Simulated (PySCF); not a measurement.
trisilylamine (H9NSi3), SMILES [SiH3]N([SiH3])[SiH3].

Geometry optimised at B3LYP-D3(BJ)/def2-SVP. The geometry has at least one imaginary mode, so it is a saddle point at that level.

Calculation: B3LYP-D3(BJ)/def2-SVP in PySCF.

Frequencies are harmonic and unscaled.

Computed harmonic wavenumbers and intensities:
| mode | ν (cm⁻¹) | IR (km/mol) | Raman (Å⁴/amu) | depolarisation | moving atoms (share of kinetic energy) |
|---|---|---|---|---|---|
| 1 | 79i | 0.0 | 0.0 | – | H 100 % |
| 2 | 41 | 0.1 | 0.5 | 0.75 | H 92 % |
| 3 | 42 | 0.1 | 0.5 | 0.75 | H 92 % |
| 4 | 187 | 0.6 | 0.2 | 0.18 | N 65 %, H 29 % |
| 5 | 220 | 0.5 | 0.0 | – | Si 68 %, H 24 % |
| 6 | 221 | 0.5 | 0.0 | – | Si 68 %, H 24 % |
| 7 | 488 | 0.4 | 17.6 | 0.07 | Si 87 %, H 11 % |
| 8 | 658 | 0.0 | 0.0 | – | H 89 %, Si 11 % |
| 9 | 684 | 2.8 | 11.6 | 0.75 | H 83 %, Si 14 % |
| 10 | 684 | 2.9 | 11.4 | 0.75 | H 83 %, Si 15 % |
| 11 | 703 | 0.3 | 21.5 | 0.75 | H 80 %, Si 16 % |
| 12 | 703 | 0.3 | 21.4 | 0.75 | H 81 %, Si 16 % |
| 13 | 755 | 120.2 | 3.1 | 0.21 | H 72 %, N 21 % |
| 14 | 932 | 143.8 | 26.4 | 0.75 | H 94 % |
| 15 | 932 | 144.0 | 26.9 | 0.75 | H 94 % |
| 16 | 944 | 177.8 | 21.6 | 0.74 | H 95 % |
| 17 | 946 | 508.5 | 14.1 | 0.75 | H 67 %, N 19 %, Si 14 % |
| 18 | 946 | 503.5 | 14.2 | 0.75 | H 68 %, N 18 %, Si 14 % |
| 19 | 967 | 0.0 | 0.0 | – | H 97 % |
| 20 | 976 | 178.9 | 23.5 | 0.75 | H 96 % |
| 21 | 976 | 186.4 | 23.6 | 0.75 | H 96 % |
| 22 | 997 | 31.4 | 5.0 | 0.75 | N 54 %, H 41 % |
| 23 | 997 | 31.4 | 4.7 | 0.75 | N 55 %, H 41 % |
| 24 | 1027 | 7.6 | 15.9 | 0.74 | H 90 %, Si 10 % |
| 25 | 2200 | 47.3 | 62.8 | 0.75 | H 97 % |
| 26 | 2200 | 45.6 | 60.6 | 0.75 | H 97 % |
| 27 | 2209 | 353.4 | 183.4 | 0.22 | H 96 % |
| 28 | 2226 | 25.7 | 2.2 | 0.75 | H 98 % |
| 29 | 2226 | 28.4 | 3.1 | 0.75 | H 98 % |
| 30 | 2228 | 0.2 | 0.0 | – | H 96 % |
| 31 | 2240 | 166.8 | 234.3 | 0.22 | H 96 % |
| 32 | 2240 | 181.2 | 204.7 | 0.29 | H 96 % |
| 33 | 2240 | 123.8 | 332.1 | 0.09 | H 97 % |
